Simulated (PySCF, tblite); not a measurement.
Isomers of C4H8Cl2F2Si, one GFN2-xTB conformer each. Single-point energies are computed at PBE0/pcSseg-1 (PySCF, gas phase, no added dispersion term), electronic only.

Task: Rank them by PBE0/pcSseg-1 energy, lowest first (kcal/mol).
A. `[F:1][CH2:2][SiH2:3][C@H:4]([CH2:5][F:6])[CH:7]([Cl:8])[Cl:9]` with F1–C2–Si3–C4 42°, C2–Si3–C4–C5 164°, Si3–C4–C5–F6 42°, Si3–C4–C7–Cl8 53°
B. `[CH3:1][C@@H:2]([CH2:3][SiH:4]([F:5])[F:6])[CH:7]([Cl:8])[Cl:9]` with C1–C2–C3–Si4 -166°, C2–C3–Si4–F5 43°, C1–C2–C7–Cl8 63°

Result: B (0.0), A (96.5).

As drawn, the lower has an Si–F bond, which the higher lacks. GFN2-xTB itself gives, in the same order: 0.0, 89.6. Both levels put the same isomer lowest.

Task: Which frontier levels, dipoles and rotational constants go with these structures?

Result: 
```json
{"SMILES": "C[C@@H](C[SiH](F)F)C(Cl)Cl", "HOMO (eV, PBE0/pcSseg-1)": "-8.72", "LUMO (eV)": "0.09", "dipole (D)": "3.24", "A, B, C (MHz)": "1359, 568.8, 553.0"}
{"SMILES": "FC[SiH2][C@H](CF)C(Cl)Cl", "HOMO (eV, PBE0/pcSseg-1)": "-8.69", "LUMO (eV)": "-0.23", "dipole (D)": "1.22", "A, B, C (MHz)": "1011, 750.5, 575.4"}
```

Task: What happens when harmonic zero-point energies from GFN2-xTB frequencies are added?

Result: 
| SMILES | ZPE (kcal/mol) | electronic (kcal/mol) | with ZPE (kcal/mol) |
| --- | --- | --- | --- |
| C[C@@H](C[SiH](F)F)C(Cl)Cl | 72.8 | 0.0 | 0.0 |
| FC[SiH2][C@H](CF)C(Cl)Cl | 70.1 | 96.5 | 93.8 |

The zero-point energies span 2.7 kcal/mol. The order is unchanged.
